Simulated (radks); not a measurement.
Spherical quantum dot in the effective-mass picture: electrons in a hard-walled sphere of radius 4.42, with a point charge +2 (a donor) at the centre, all in effective atomic units (hartree* = m*/eps^2 hartree, bohr* = eps/m* bohr), one dielectric constant everywhere. Method: non-relativistic Kohn-Sham, PBEsol, spin-polarised, spherical densities; computed with a radial shooting solver with Libxc functionals. Levels are named by radial order and angular momentum (1s, 1p, 1d, 2s, ...), and open shells are averaged over m. Each electron was tried in the lowest free levels, single moves between levels near the top were tried too, and the lowest total energy was kept; such a search can miss a lower state. At N = 1 the Hartree and exchange-correlation terms need not cancel, so that row can carry a self-interaction error.

| N | open shells | 2S | E (hartree*) | mu = E(N) - E(N-1) (hartree*) | addition energy mu(N+1) - mu(N) (hartree*) | e(HOMO) (hartree*) | rms radius (bohr*) |
|---|---|---|---|---|---|---|---|
| 1 | 1s(up 1, down 0) | 1 | -1.96952 | -1.9695 | 1.083 | -1.5254 | 0.8859 |
| 2 | none | 0 | -2.85577 | -0.88624 | 1.339 | -0.56375 | 1.106 |
| 3 | 1p(up 1, down 0) | 1 | -2.40275 | 0.45302 | 0.2744 | 0.58274 | 1.788 |
| 4 | 1p(up 2, down 0) | 2 | -1.67530 | 0.72745 | 0.2955 | 0.87435 | 2.083 |
| 5 | 1p(up 3, down 0) | 3 | -0.652362 | 1.0229 | 0.3105 | 1.1717 | 2.265 |
| 6 | 1p(up 3, down 0) 2s(up 1, down 0) | 4 | 0.681107 | 1.3335 | 0.3937 | 1.4840 | 2.402 |
| 7 | 1p(up 3, down 1) 2s(up 1, down 0) | 3 | 2.40828 | 1.7272 | 0.2647 | 1.8558 | 2.499 |
| 8 | 1p(up 3, down 2) 2s(up 1, down 0) | 2 | 4.40014 | 1.9919 | 0.2774 | 2.1296 | 2.578 |
| 9 | 2s(up 1, down 0) | 1 | 6.66936 | 2.2692 | 0.3128 | 2.4094 | 2.644 |
| 10 | none | 0 | 9.25143 | 2.5821 | 0.5232 | 2.7395 | 2.693 |
| 11 | 1d(up 1, down 0) | 1 | 12.3567 | 3.1052 | 0.2712 | 3.2406 | 2.751 |
| 12 | 1d(up 2, down 0) | 2 | 15.7331 | 3.3764 | 0.2722 | 3.5124 | 2.801 |
| 13 | 1d(up 3, down 0) | 3 | 19.3818 | 3.6486 | 0.2726 | 3.7849 | 2.844 |
| 14 | 1d(up 4, down 0) | 4 | 23.3030 | 3.9213 | 0.2728 | 4.0577 | 2.882 |
| 15 | 1d(up 5, down 0) | 5 | 27.4971 | 4.1941 | 0.3432 | 4.3305 | 2.916 |
| 16 | 1d(up 5, down 1) | 4 | 32.0344 | 4.5373 | 0.2660 | 4.6700 | 2.947 |
| 17 | 1d(up 5, down 2) | 3 | 36.8377 | 4.8033 | 0.2672 | 4.9368 | 2.975 |
| 18 | 1d(up 5, down 3) | 2 | 41.9082 | 5.0705 | 0.2679 | 5.2044 | 3.000 |
| 19 | 1d(up 5, down 4) | 1 | 47.2466 | 5.3384 | 0.2682 | 5.4725 | 3.023 |
| 20 | none | 0 | 52.8532 | 5.6066 | 0.5842 | 5.7408 | 3.044 |
| 21 | 1f(up 1, down 0) | 1 | 59.0441 | 6.1909 | 0.2638 | 6.3227 | 3.067 |
| 22 | 1f(up 2, down 0) | 2 | 65.4987 | 6.4547 | 0.2641 | 6.5867 | 3.088 |
| 23 | 1f(up 3, down 0) | 3 | 72.2175 | 6.7187 | 0.2643 | 6.8509 | 3.108 |
| 24 | 1f(up 4, down 0) | 4 | 79.2005 | 6.9830 | 0.2644 | 7.1152 | 3.126 |
| 25 | 1f(up 5, down 0) | 5 | 86.4479 | 7.2474 | 0.2644 | 7.3796 | 3.143 |
| 26 | 1f(up 6, down 0) | 6 | 93.9596 | 7.5118 | 0.2644 | 7.6440 | 3.158 |
| 27 | 1f(up 7, down 0) | 7 | 101.736 | 7.7761 | 0.3321 | 7.9083 | 3.173 |
| 28 | 1f(up 7, down 1) | 6 | 109.844 | 8.1083 | 0.2608 | 8.2386 | 3.187 |
| 29 | 1f(up 7, down 2) | 5 | 118.213 | 8.3690 | 0.2611 | 8.4995 | 3.201 |
| 30 | 1f(up 7, down 3) | 4 | 126.843 | 8.6301 | 0.2614 | 8.7608 | 3.213 |
| 31 | 1f(up 7, down 4) | 3 | 135.735 | 8.8915 | 0.2615 | 9.0223 | 3.225 |
| 32 | 1f(up 7, down 5) | 2 | 144.888 | 9.1531 | 0.2616 | 9.2839 | 3.237 |
| 33 | 1f(up 7, down 6) | 1 | 154.303 | 9.4147 | 0.2617 | 9.5456 | 3.247 |
| 34 | none | 0 | 163.979 | 9.6764 | 0.6324 | 9.8073 | 3.258 |
| 35 | 1g(up 1, down 0) | 1 | 174.288 | 10.309 | 0.2590 | 10.438 | 3.269 |
| 36 | 1g(up 2, down 0) | 2 | 184.856 | 10.568 | 0.2591 | 10.697 | 3.279 |
| 37 | 1g(up 3, down 0) | 3 | 195.683 | 10.827 | 0.2592 | 10.957 | 3.289 |
| 38 | 1g(up 4, down 0) | 4 | 206.769 | 11.086 | 0.2592 | 11.216 | 3.299 |
| 39 | 1g(up 5, down 0) | 5 | 218.114 | 11.345 | 0.2592 | 11.475 | 3.308 |
| 40 | 1g(up 6, down 0) | 6 | 229.719 | 11.605 | 0.2592 | 11.734 | 3.317 |
| 41 | 1g(up 7, down 0) | 7 | 241.583 | 11.864 | 0.2592 | 11.993 | 3.325 |
| 42 | 1g(up 8, down 0) | 8 | 253.706 | 12.123 | 0.2592 | 12.253 | 3.334 |
| 43 | 1g(up 9, down 0) | 9 | 266.088 | 12.382 | - | 12.512 | 3.341 |

All shells are closed at N = 2, 10, 20, 34 (there: 1s2 1p6 1d10 2s2 1f14); the second difference of the energy has clear peaks (12 % above both neighbours; the first and last values, which can be the largest, are not judged, and half-filled shells can peak too) at N = 2, 6, 10, 15, 20, 27, 34.
